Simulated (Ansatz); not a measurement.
**Abstraction of H: GeH2(CH3)Cl + GeH2(CH2)(CH3) → GeH(CH3)Cl + GeH2(CH3)2**

Gas-phase species: GeH2(CH3)Cl, singlet; GeH2(CH2)(CH3), doublet; GeH(CH3)Cl, doublet; GeH2(CH3)2, singlet. A radical takes H: the energy is the difference in strength between the Ge–H bond broken and the C–H bond made.

Shapes, held fixed at every level: PBE0-D4/def2-TZVP. Flexible molecules stand in one conformer, not always the lowest. Programs: Ansatz 0.2.0. The zero-point and thermal change to 298 K, harmonic and unscaled (PBE0-D4/def2-TZVP), is +12.0 kJ/mol.

| level | kind | ΔH(298 K) (kJ/mol) | less CCSD(T)/def2-TZVPP |
| --- | --- | --- | --- |
| r2SCAN-D4/def2-TZVPP | meta-GGA | -70.2 | -1.5 |
| B3LYP-D4/def2-TZVPP | global hybrid | -77.9 | -9.2 |
| PBE0-D4/def2-TZVPP | global hybrid | -78.1 | -9.4 |
| r2SCAN0-D4/def2-TZVPP | global hybrid | -67.4 | +1.3 |
| wB97M-V/def2-TZVPP | range-separated hybrid | -80.4 | -11.7 |
| B2PLYP/def2-TZVPP | double hybrid | -75.4 | -6.7 |
| CCSD/def2-TZVPP | coupled cluster or CI | -64.7 | +4.0 |
| CCSD(T)/def2-TZVPP | coupled cluster or CI | -68.7 | 0.0 |

The highest level, CCSD(T)/def2-TZVPP, gives ΔH(298 K) = -68.7 kJ/mol; the levels span -80.4 to -64.7. The column of differences is taken from that level and isn't an error. No measured value is set beside it here. Open shells run unrestricted. Relativity is left out for Ge. Outer-core shells of Ge are correlated, in sets that cover them unevenly.
